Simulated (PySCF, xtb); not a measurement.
C3H6F2O, SMILES COC(C)(F)F.

GFN2-xTB in xtb 6.7.1 at its own geometry gives an orbital gap of 11.83 eV and a dipole moment of 3.95 D.

The structure is a stationary point at PBE0-D3(BJ)/def2-SVP. Other conformers were not sampled.

**Question.** What does HF/def2-TZVP run with PySCF give? (An estimate is asked for; the answer gives what the named calculation found.)

**Answer.** gap 16.43 eV (levels -12.75 and 3.68 eV), dipole 3.18 D.
